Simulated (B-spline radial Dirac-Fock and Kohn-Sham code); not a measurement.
# X-ray form factors of manganese in several charge states

Level of theory: relativistic Hartree-Fock (Dirac-Fock) wave functions, averaged over the configuration; a radial B-spline solver.

Configurations: Mn¹⁷⁺ [He] 2s2 2p4; Mn¹⁸⁺ [He] 2s2 2p3; Mn¹⁹⁺ [He] 2s2 2p2; Mn²¹⁺ [He] 2s2; Mn²³⁺ 1s2. The first column is f₀ of Mn¹⁷⁺, the others are differences from it.

| s (Å⁻¹) | Mn¹⁷⁺ | Δ Mn¹⁸⁺ | Δ Mn¹⁹⁺ | Δ Mn²¹⁺ | Δ Mn²³⁺ |
| --- | --- | --- | --- | --- | --- |
| 0 | 8.000 | -1.000 | -2.000 | -4.000 | -6.000 |
| 0.05 | 7.992 | -0.999 | -1.997 | -3.995 | -5.992 |
| 0.1 | 7.968 | -0.994 | -1.989 | -3.979 | -5.968 |
| 0.15 | 7.928 | -0.987 | -1.975 | -3.954 | -5.929 |
| 0.2 | 7.872 | -0.977 | -1.956 | -3.919 | -5.875 |
| 0.25 | 7.802 | -0.965 | -1.932 | -3.874 | -5.806 |
| 0.3 | 7.716 | -0.950 | -1.903 | -3.820 | -5.723 |
| 0.35 | 7.618 | -0.932 | -1.870 | -3.757 | -5.626 |
| 0.4 | 7.506 | -0.913 | -1.832 | -3.686 | -5.517 |
| 0.45 | 7.382 | -0.891 | -1.790 | -3.607 | -5.396 |
| 0.5 | 7.247 | -0.868 | -1.744 | -3.522 | -5.265 |
| 0.6 | 6.947 | -0.816 | -1.644 | -3.333 | -4.973 |
| 0.7 | 6.617 | -0.759 | -1.534 | -3.125 | -4.651 |
| 0.8 | 6.263 | -0.700 | -1.418 | -2.903 | -4.308 |
| 0.9 | 5.895 | -0.639 | -1.298 | -2.674 | -3.952 |
| 1 | 5.522 | -0.578 | -1.178 | -2.443 | -3.592 |
| 1.1 | 5.151 | -0.518 | -1.060 | -2.213 | -3.235 |
| 1.2 | 4.788 | -0.460 | -0.946 | -1.990 | -2.887 |
| 1.4 | 4.106 | -0.355 | -0.737 | -1.575 | -2.239 |
| 1.6 | 3.506 | -0.267 | -0.558 | -1.213 | -1.677 |

Values without a named source are computed, but for edge energies of neutral atoms, which are taken from tables.
